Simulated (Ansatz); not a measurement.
`C=C(F)[SeH]` + SiH₄ → `[SiH3][SeH]` + `C=CF`  (formal exchange of groups at the Se–C bond)

Computed with Ansatz on PBE0-D4/def2-TZVP structures; ΔE is electronic, products minus reactants. CBS: MP2 limit from def2 TZ/QZ plus the TZ coupled-cluster correction, frozen cores. This one scheme is used for every species. DFT in def2-TZVPP. For Se outer-core shells are correlated without core-valence functions, which leaves a few kJ/mol of doubt a bond. Scalar relativity is left out up to krypton. Each species was taken in one conformer, which may not be the lowest.

`C=C(F)[SeH]`:

Z-matrix (Å, degrees):
```
C
C 1 1.321
H 1 1.083 2 120.3
H 1 1.080 2 120.2 3 -180.0
F 2 1.336 1 121.1 3 -3.0
Se 2 1.898 1 124.7 3 172.4
H 6 1.470 2 94.0 1 136.9
```

SiH₄:

Cartesian coordinates in Å:
```
Si 0.000 0.000 0.000
H 0.920 -1.053 -0.498
H 0.048 1.171 -0.912
H 0.417 0.417 1.363
H -1.384 -0.534 0.047
```

`[SiH3][SeH]`:

Cartesian coordinates in Å:
```
Si -0.090 0.271 0.500
Se 1.023 -0.277 -1.412
H -1.407 0.889 0.204
H 0.787 1.252 1.183
H -0.295 -0.916 1.367
H -0.019 -1.219 -1.842
```

`C=CF`:

Cartesian coordinates in Å:
```
C 0.409 0.324 -0.469
C -0.415 -0.261 0.375
F 0.018 -0.951 1.434
H 1.482 0.270 -0.342
H 0.004 0.870 -1.310
H -1.497 -0.251 0.312
```

| level | ΔE (kJ/mol) |
| --- | --- |
| BLYP-D4 | -91.3 |
| r2SCAN0-D4 | -105.8 |
| r2SCAN0 | -106.2 |
| MP2/def2-TZVPP | -98.9 |

**Question.** What does CCSD(T)/CBS give? (An estimate is asked.)

**Answer.** The calculation gave: -105.0 kJ/mol. The listed levels differ from it by 13.7, -0.8, -1.2, 6.1 kJ/mol.

Largest T1 diagnostic among the species: 0.012.

From PBE to PBE0 (25 % exact exchange), in def2-TZVPP and without D4, ΔE moves by −7.0 kJ/mol. At CCSD(T), def2-SVP lies +8.7 kJ/mol from the extrapolated value and def2-TZVPP +6.6 kJ/mol.
